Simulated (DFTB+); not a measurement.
DFTB+ input (SCC-DFTB): The folder sk holds the Slater-Koster set scc that CP2K ships.

```
Geometry = xyzFormat {
3

C     -1.07726718     0.31070560    -0.28901821
S      0.51175678    -0.09098563     0.09072573
H     -1.72450539    -0.40846356     0.28249763
}
Driver = GeometryOptimization {
  Optimizer = Rational {}
  MaxSteps = 500
  OutputPrefix = "geo_end"
  Convergence { GradElem = 1e-5 }
}
Hamiltonian = DFTB {
  SCC = Yes
  SCCTolerance = 1e-8
  MaxSCCIterations = 300
  Charge = -1
  SlaterKosterFiles = Type2FileNames {
    Prefix = "sk/"
    Separator = ""
    Suffix = ".spl"
    LowerCaseTypeName = Yes
  }
  MaxAngularMomentum {
    C = "p"
    H = "s"
    S = "d"
  }
  Filling = Fermi { Temperature [K] = 0 }
}
ParserOptions { ParserVersion = 14 }
```

Output:

```
|===============================================================================
|
|
|  Copyright (C) 2006 - 2025  DFTB+ developers group
|
|===============================================================================
|
|  When publishing results obtained with DFTB+, please cite the following
|  reference:
|
|    Recent Developments in DFTB+, a Software Package for Efficient Atomistic
|    Quantum Mechanical Simulations, J. Phys. Chem. A 129, 5373−5390 (2025).
|    [https://doi.org/10.1021/acs.jpca.5c01146]
|
|  You should also cite additional publications crediting the parametrization
|  data you use. Please consult the documentation of the SK-files for the
|  references.
|
|===============================================================================

Reading input file 'dftb_in.hsd'
Parser version: 14

--------------------------------------------------------------------------------
Reading SK-files:
./sk/cc.spl
./sk/cs.spl
./sk/ch.spl
./sk/ss.spl
./sk/sh.spl
./sk/hh.spl
Done.

Processed input in HSD format written to 'dftb_pin.hsd'

Starting initialization...
--------------------------------------------------------------------------------
WARNING!
-> Dipole printed for a charged system : origin dependent quantity
Mode:                        Geometry optimisation relaxation
Self consistent charges:     Yes
SCC-tolerance:                 0.100000E-07
Max. scc iterations:                    300
Shell resolved Hubbard:      No
Spin polarisation:           No
Nr. of up electrons:             6.000000
Nr. of down electrons:           6.000000
Periodic boundaries:         No
Electronic solver:           Relatively robust
Mixer:                       Broyden mixer
Mixing parameter:                  0.200000
Nr. of chrg. vec. in memory:            300
Max. SCC-cycles:                        300
Max. nr. of geometry steps:             500
Electronic temperature:              0.100000E-07 H      0.272114E-06 eV
Initial charges:             Set automatically (system chrg:  -0.100E+01)
Included shells:             C:  s, p
                             S:  s, p, d
                             H:  s
Extra options:
[...]
--------------------------------------------------------------------------------

***  Geometry step: 10

 iSCC Total electronic   Diff electronic      SCC error
    1   -0.44946009E+01    0.00000000E+00    0.12466403E-04
    2   -0.44946009E+01   -0.54432417E-05    0.59360586E-05
    3   -0.44946009E+01   -0.12365220E-10    0.33966073E-05
    4   -0.44946009E+01   -0.22071234E-11    0.92779118E-11

Total Energy:                       -4.4514008118 H         -121.1288 eV
Extrapolated to 0K:                 -4.4514008118 H         -121.1288 eV
Total Mermin free energy:           -4.4514008118 H         -121.1288 eV
Force related energy:               -4.4514008118 H         -121.1288 eV

>> Charges saved for restart in charges.bin

total energy  -4.4514008E+00 H       energy change -7.8807538E-10 H
gradient norm  1.4119793E-05 H/a0    max. gradient  9.9574804E-06 H/a0
step length    3.3727886E-05 a0      max. step      2.5323175E-05 a0

Geometry converged

 Fermi distribution function

Geometry optimization step: 10

********************************************************************************
 iSCC Total electronic   Diff electronic      SCC error
    4   -0.44946009E+01   -0.22071234E-11    0.92779118E-11
********************************************************************************

 Total charge:    -1.00000000

 Atomic gross charges (e)
 Atom           Charge
    1      -0.39567574
    2      -0.57130892
    3      -0.03301533

Nr. of electrons (up):     12.00000000
Atom populations (up)
 Atom       Population
    1       4.39567574
    2       6.57130892
    3       1.03301533

l-shell populations (up)
 Atom Sh.   l       Population
    1   1   0       1.56468879
    1   2   1       2.83098695
    2   1   0       1.85614796
    2   2   1       4.53052904
    2   3   2       0.18463192
    3   1   0       1.03301533

Orbital populations (up)
 Atom Sh.   l   m       Population  Label
    1   1   0   0       1.56468879  s
    1   2   1  -1       1.02564019  p_y
    1   2   1   0       0.90749232  p_z
    1   2   1   1       0.89785445  p_x
    2   1   0   0       1.85614796  s
    2   2   1  -1       1.67708417  p_y
    2   2   1   0       1.55447622  p_z
    2   2   1   1       1.29896864  p_x
    2   3   2  -2       0.10048204  d_xy
    2   3   2  -1       0.01095555  d_yz
    2   3   2   0       0.00050001  d_z2
    2   3   2   1       0.07817447  d_xz
    2   3   2   2      -0.00548015  d_x2-y2
    3   1   0   0       1.03301533  s

Fermi level:                         0.1459108890 H            3.9704 eV
Band energy:                        -0.7176032123 H          -19.5270 eV
TS:                                  0.0000000000 H            0.0000 eV
Band free energy (E-TS):            -0.7176032123 H          -19.5270 eV
Extrapolated E(0K):                 -0.7176032123 H          -19.5270 eV
Input / Output electrons (q):     12.0000000000     12.0000000000

Energy H0:                          -4.6604074769 H         -126.8161 eV
Energy SCC:                          0.1658065805 H            4.5118 eV
Total Electronic energy:            -4.4946008964 H         -122.3043 eV
Repulsive energy:                    0.0432000847 H            1.1755 eV
Total energy:                       -4.4514008118 H         -121.1288 eV
Extrapolated to 0:                  -4.4514008118 H         -121.1288 eV
Total Mermin free energy:           -4.4514008118 H         -121.1288 eV
Force related energy:               -4.4514008118 H         -121.1288 eV

Non-constrained calculation

SCC converged

Full geometry written in geo_end.{xyz|gen}

Warning: dipole moment is not defined absolutely!
Dipole moment:    0.32899253   -0.11483171    0.10463659 au
Dipole moment:    0.83621568   -0.29187312    0.26595970 Debye

Geometry converged
```

The dipole moment of an ion depends on the origin.

The geometry given is a B3LYP-D3(BJ)/def2-TZVP minimum.
